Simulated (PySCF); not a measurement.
Identify the unknown among the candidates.

All candidates are C3H13NSSi3.

- Rotational structure: rotational constants A, B, C: 1.112, 0.877, 0.573 GHz [GFN2-xTB]
- 1H NMR: chemical shifts (computed TMS as zero) by class: 6.19 (1 H), 5.89 (1 H), 5.74 (1 H), 4.73 (6 H), 2.12 (3 H), 0.74 (1 H) ppm [GIAO PBE0/pcSseg-1]
- 13C NMR: chemical shifts (computed TMS as zero) by class: 152.1 (1 C), 137.1 (1 C), 24.8 (1 C) ppm [GIAO PBE0/pcSseg-1]
- NMR, other nuclei: isotropic shieldings of nuclei other than C and H, by class: 268 (1 N), 356 (1 Si), 403 (2 Si), 709 (1 S) ppm [GIAO PBE0/pcSseg-1]
- Dipole: 1.44 D [PBE0/pcSseg-1]

Gas-phase values; electronic properties from PySCF, density fitting. Levels stand in brackets. Isolated species at its GFN2-xTB geometry (one conformer only). Each NMR value is the plain mean over a class of atoms that symmetry, rotation or inversion makes alike.

Question: Which candidate is it?
A. `C=C(S[SiH3])[Si@H](C)[SiH2]N`
B. `C=CC[Si@H](S)N([SiH3])[SiH3]`
C. `C=C(C)[Si@H](S)N([SiH3])[SiH3]`

Answer: C. It is `C=C(C)[Si@H](S)N([SiH3])[SiH3]`. Numbering: `[CH2:1]=[C:2]([CH3:3])[Si@H:4]([SH:5])[N:6]([SiH3:7])[SiH3:8]`. Its formula, C3H13NSSi3, gives 1 degree of unsaturation: 0 rings and 1 π bond in the structure found. 3 carbons fall into 3 classes; from least to most shielded: fully substituted alkene carbon [C2] (152.1 ppm), terminal =CH2 carbon [C1] (137.1 ppm), allylic carbon [C3] (24.8 ppm). Hydrogen classes from least to most shielded: 1 H on a terminal =CH2 carbon, C1 (6.19 ppm), 1 H on a terminal =CH2 carbon, C1 (5.89 ppm), 1 H on an SiH silicon, Si4 (5.74 ppm), 6 H on 2 SiH3 silicons, Si7/Si8 (4.73 ppm), 3 H on an allylic carbon, C3 (2.12 ppm), 1 H on a sulfur bonded to Si and H, S5 (0.74 ppm). The other shieldings belong to: 268 ppm, nitrogen bridging silicon atoms [N6]; 356 ppm, SiH silicon [Si4]; 403 ppm, SiH3 silicon [Si7/Si8]; 709 ppm, sulfur bonded to Si and H [S5]. The optimised geometry has point group C1 and is an asymmetric top.

The others, at the same levels:
- `C=CC[Si@H](S)N([SiH3])[SiH3]` fails: its computed 13C shifts are 144.0 (1 C), 122.7 (1 C), 27.4 (1 C) ppm, 1H shifts are 6.21 (1 H), 5.53 (1 H), 5.46 (1 H), 5.17 (1 H), 4.77 (6 H), 2.51 (1 H), 1.96 (1 H), 1.57 (1 H) ppm and rotational constant A is 1.293 GHz (against 1.112 GHz).
- `C=C(S[SiH3])[Si@H](C)[SiH2]N` fails: its computed 13C shifts are 153.8 (1 C), 126.4 (1 C), -6.9 (1 C) ppm, 1H shifts are 5.73 (1 H), 5.71 (1 H), 5.28 (1 H), 4.88 (1 H), 4.59 (1 H), 4.56 (3 H), 0.38 (3 H), -0.35 (2 H) ppm and rotational constant A is 1.847 GHz (against 1.112 GHz).

Each candidate is one conformer, not necessarily the lowest. Dipoles, sizes and rotational constants follow the conformer. The torsions of the flexible species, by atom-mapped SMILES:
- `[CH2:1]=[C:2]([CH3:3])[Si@H:4]([SH:5])[N:6]([SiH3:7])[SiH3:8]`: C1–C2–Si4–S5 -117°, C2–Si4–N6–Si7 143°, H–S5–Si4–C2 175°
- `[CH2:1]=[CH:2][CH2:3][Si@H:4]([SH:5])[N:6]([SiH3:7])[SiH3:8]`: C1–C2–C3–Si4 -101°, C2–C3–Si4–S5 43°, C3–Si4–N6–Si7 171°, H–S5–Si4–C3 -7°
- `[CH2:1]=[C:2]([S:3][SiH3:4])[Si@H:5]([CH3:6])[SiH2:7][NH2:8]`: C1–C2–S3–Si4 -11°, C1–C2–Si5–C6 19°, C2–Si5–Si7–N8 129°, H–N8–Si7–Si5 -175°, H–N8–Si7–Si5 47°
